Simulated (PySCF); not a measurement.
Two-component Hartree-Fock for C²⁺ (carbon, charge +2)

Start: [He] 2s2. Calculated with PySCF 2.14 in x2c-TZVPall-2c with one added diffuse shell each of s, p, d type (6s4p3d1f, 40 functions): generalised Hartree-Fock with the X2C-1e Hamiltonian and a Gaussian nucleus; one run each with spin-orbit coupling (SO) switched off, then screened by Boettger's factors. This is a chosen level, not necessarily the ground level.

```csv
spinor shell,electrons,"ε, spin-free (eV)","ε, screened SO (eV)",weight of nominal j (screened SO),"rms radius, screened SO (bohr)"
1s1/2,2,-344.40,-344.40,1.000,0.310
2s1/2,2,-46.111,-46.111,1.000,1.49
```

| quantity | spin-free | screened SO |
| --- | --- | --- |
| E (hartree) | -36.42257 | -36.42257 |
| M_J | 0 | 0 |
| ⟨J²⟩ | 0.000 | 0.000 |
| ⟨L²⟩ | 0.000 | 0.000 |
| ⟨S²⟩ | 0.000 | 0.000 |

Without spin-orbit coupling the j labels of p, d and f shells carry no meaning; the spin-free column gives the mean over the occupied spinors of each nl shell.
